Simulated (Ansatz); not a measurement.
Basis-set extrapolation for CH5FN2SSi, SMILES `N=C(F)S[SiH2]N` (PBE0-D4/def2-TZVP geometry, frozen core, the Gaussian-basis code of Ansatz). Multiplicity 1, RHF reference.

```csv
,def2-TZVPP,def2-QZVPP
HF,-935.751616,-935.783153
MP2 correlation,-1.113603,-1.203130
CCSD(T) correlation,-1.202215,not run
```

Energies in hartree. Use E(X) = E(∞) + A·exp(−7.88·√X) for Hartree–Fock and E(X) = E(∞) + B·X^(−2.97) for correlation, with X = 3 and 4, and add CCSD(T) minus MP2 of the smaller set to the MP2 limit.

**Question.** What is the CCSD(T) energy at the basis-set limit?

**Answer.** HF limit: -935.783153 + (-0.031537) × 0.13774 = -935.78750. MP2 limit: -1.203130 + (-0.089527) × 0.74074 = -1.26945. Higher-order term: -1.202215 − (-1.113603) = -0.08861. Total: -937.14556 hartree, 503.4 kJ/mol below CCSD(T)/def2-TZVPP.
